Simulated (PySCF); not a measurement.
# Relaxation of singlet CoO₂⁺

Method: PBE0 in PySCF with Co def2-TZVP, O def2-TZVP; no relativity; density-fitted integrals. A (50,194) grid was used.

A hand-made side-on start, of C2v symmetry, held to at least that symmetry:

Coordinates in bohr (charge 1 multiplicity 1):
```
Co    0.0000    0.0000   -1.0844
O     1.3228    0.0000    1.9976
O    -1.3228    0.0000    1.9976
```

Problem. What forces act on the atoms at the start (eV/Å)?

Solution. 
```json
{"atom": "Co1", "Fx": "0.00", "Fy": "0.00", "Fz": "2.14"}
{"atom": "O2", "Fx": "-5.10", "Fy": "0.00", "Fz": "-1.07"}
{"atom": "O3", "Fx": "5.10", "Fy": "0.00", "Fz": "-1.07"}
```

Problem. What does it relax to?

Solution. It ends at C2v with Co–O 1.722 Å (×2), O–O 1.254 Å; Co–O–O 68.6° (×2), O–Co–O 42.7°. A frequency run shows 1 imaginary mode, down to 493i cm⁻¹, so it is a saddle point. Other isomers or separated fragments may lie lower.

Problem. How much energy is released, and in how many steps?

Solution. 44.5 kJ/mol in 4 steps.

Stability towards spin polarisation was not tested.

The relaxation took about 18 core-seconds on a shared host.
